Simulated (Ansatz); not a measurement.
Geometry optimisation, RKS CAM-B3LYP-D4/6-31G in Ansatz 0.2.0.

The input (input.yaml):

```yaml
crystal:
  periodic: [false, false, false]
  atoms:
    - { symbol: O, position_ang: [1.1745, -0.3835, 2.6475] }
    - { symbol: C, position_ang: [0.2223, -0.2873, 1.5211] }
    - { symbol: Si, position_ang: [0.9706, -0.0904, -0.1827] }
    - { symbol: Si, position_ang: [-0.6496, -0.0695, -1.7211] }
    - { symbol: O, position_ang: [-1.7659, 1.177, -1.4649] }
    - { symbol: H, position_ang: [0.5851, -0.4055, 3.4393] }
    - { symbol: H, position_ang: [-0.3391, -1.2034, 1.5489] }
    - { symbol: H, position_ang: [-0.418, 0.57, 1.6955] }
    - { symbol: H, position_ang: [1.9358, -1.204, -0.4235] }
    - { symbol: H, position_ang: [1.7677, 1.1885, -0.2444] }
    - { symbol: H, position_ang: [-1.5024, -1.3457, -1.6122] }
    - { symbol: H, position_ang: [-0.1753, 0.0862, -3.0773] }
    - { symbol: H, position_ang: [-1.7852, 1.9329, -2.1114] }
basis:
  gaussian: { orbitals: "6-31G" }
hamiltonian:
  xc: cam_b3lyp
  dispersion: d4
relax:
  f_tol: 0.015
  max_steps: 40
```

Run as:

```bash
$ ansatz run input.yaml --threads 1 --pin off --max-ram 2048MiB --backend cpu --events-out ev --progress --plain --runs-dir out
```

**Question.** Where does it end, and by what steps?

**Answer.** The forces met the threshold. The force dipped under the threshold on the way, but the program's further checks kept it going. Limits of this set-up: no polarisation functions. After 27 steps the energy has fallen by 0.476 eV; H13 moved furthest, 1.01 Å.

| step | energy less start (eV) | largest force component (eV/Å) | accepted |
| --- | --- | --- | --- |
| 0 | 0.0000 | 2.144 | yes |
| 1 | -0.3515 | 0.972 | yes |
| 2 | -0.4000 | 0.625 | yes |
| 3 | -0.4153 | 0.236 | yes |
| 4 | -0.4189 | 0.088 | yes |
| 5 | -0.4215 | 0.285 | yes |
| 6 | -0.4245 | 0.362 | yes |
| 7 | -0.4267 | 0.478 | yes |
| 8 | -0.4273 | 0.473 | yes |
| 9 | -0.4379 | 0.492 | yes |
| 10 | -0.4494 | 0.481 | yes |
| 11 | -0.4658 | 0.036 | yes |
| 12 | -0.4631 | 0.201 | no |
| 13 | -0.4664 | 0.028 | yes |
| 14 | -0.4690 | 0.013 | yes |
| 15 | -0.4704 | 0.196 | yes |
| 16 | -0.4711 | 0.136 | yes |
| 17 | -0.4725 | 0.033 | yes |
| 18 | -0.4734 | 0.015 | yes |
| 19 | -0.4744 | 0.065 | yes |
| 20 | -0.4748 | 0.063 | yes |
| 21 | -0.4752 | 0.050 | yes |
| 22 | -0.4755 | 0.039 | yes |
| 23 | -0.4755 | 0.041 | no |
| 24 | -0.4757 | 0.020 | yes |
| 25 | -0.4757 | 0.018 | no |
| 26 | -0.4757 | 0.010 | yes |
| 27 | -0.4758 | 0.005 | yes |

```xyz
13
Properties=species:S:1:pos:R:3
O 1.126 -0.253 2.535
C 0.114 -0.139 1.498
Si 1.061 -0.296 -0.158
Si -0.525 -0.007 -1.861
O -1.656 1.076 -1.108
H 0.738 -0.127 3.421
H -0.643 -0.930 1.581
H -0.406 0.826 1.526
H 1.705 -1.644 -0.264
H 2.123 0.755 -0.234
H -1.203 -1.296 -2.245
H 0.035 0.586 -3.127
H -2.449 1.415 -1.550
```

Whether the end is a true minimum wasn't checked by a vibrational analysis.

Run time: 4.4 min on 1 thread of Arm Neoverse N1, on a shared host, peak memory 0.19 GiB.
